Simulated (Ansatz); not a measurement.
`FB(O[SiH3])O[SiH3]` → `OB(F)O[SiH3]` + `[SiH2]`  (silylene loss)

Calculated with Ansatz (gas phase, PBE0-D4/def2-TZVP geometries, no zero-point term in ΔE). CCSD(T)/CBS adds triple-zeta CCSD(T) − MP2 to the extrapolated MP2 energy (def2 sets, frozen cores). This one scheme is used for every species. Each species was taken in one conformer, which may not be the lowest.

```tsv
species	CCSD(T)/CBS(def2) energy (Eh)
`FB(O[SiH3])O[SiH3]`	-856.94194
`OB(F)O[SiH3]`	-566.62981
`[SiH2]`	-290.19011
```

Question: Work out ΔE.

Answer: ΔE = (-566.62981) + (-290.19011) − (-856.94194) = 0.12202 Eh = +320.4 kJ/mol.

Largest T1 diagnostic among the species: 0.014.

Leaving LDA and LC-ωPBE aside and taking each functional with its dispersion term where it has one, the values, not all of them listed here, spread over 36.1 kJ/mol, from revPBE-D4 to r2SCAN0-D4. LDA lies +31.6 kJ/mol from PBE without D4. From BLYP to BHLYP (50 % exact exchange), in def2-TZVPP and without D4, ΔE moves by +33.2 kJ/mol. The D4 term adds +10.7 kJ/mol with B3LYP and +5.9 kJ/mol with PBE0; it sums over pairs of atoms, weighted by their polarisabilities, and B3LYP, whose exchange is more repulsive, gets the larger term.

B3LYP here is the variant with VWN-RPA as its local correlation; programs differ in this.
